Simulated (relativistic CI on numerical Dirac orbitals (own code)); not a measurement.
Computed by Dirac-Coulomb-Breit CI, KLI orbitals optimised for each configuration, model QED, unscaled Slater integrals (own radial code, finite nucleus).

CI space (outside the closed core [Ne]): 3s2, 3s 3p, 3p2, 3s 3d, 3d2, 3p 3d, 3p 4s, 3d 4s, 3s 4s, 3s 4p, 3s 4d, 3s 4f, 3s 5s, 3s 5p, 3s 5d, 4s2, 3s 5f, 3s 5g, 3s 6s, 3s 6p, 3s 6d. Levels of other configurations are missing.

At this charge energies of transitions that change n are usually good to better than 1 %, and those within a shell (Δn = 0) to a few per cent.

Outline of the computed level scheme of Pt LXVII. Lowest level of each configuration: 3s2 1S_0 at 0.00 eV; 3s 3p 3P°_0 at 151.90 eV; 3p2 3P_0 at 362.91 eV; 3s 3d 3D_1 at 855.31 eV; 3p 3d 3F°_2 at 1018.82 eV; 3d2 3F_2 at 1725.49 eV; 3s 4s 3S_1 at 3645.51 eV; 3s 4p 3P°_0 at 3724.87 eV; 3p 4s 3P°_1 at 3825.55 eV.

Some strong electric-dipole decays among the lowest 43 levels: 3s 4s 1S_0 → 3s 3p 1P°_1 (6.6e+13 s⁻¹); 3p 4s 3P°_0 → 3p2 3P_1 (6.2e+13 s⁻¹); 3s 4p 1P°_1 → 3s2 1S_0 (5.8e+13 s⁻¹); 3s 4s 3S_1 → 3s 3p 3P°_2 (5.4e+13 s⁻¹); 3s 4p 3P°_1 → 3s2 1S_0 (5.1e+13 s⁻¹); 3p 4s 3P°_1 → 3p2 1D_2 (4.2e+13 s⁻¹); 3s 4s 1S_0 → 3s 3p 3P°_1 (1.7e+13 s⁻¹); 3s 4s 3S_1 → 3s 3p 3P°_1 (1.6e+13 s⁻¹).

LS names give the leading component of a level, which can be under half, so a name can repeat, a term be missing and a line seem to break the LS rules.
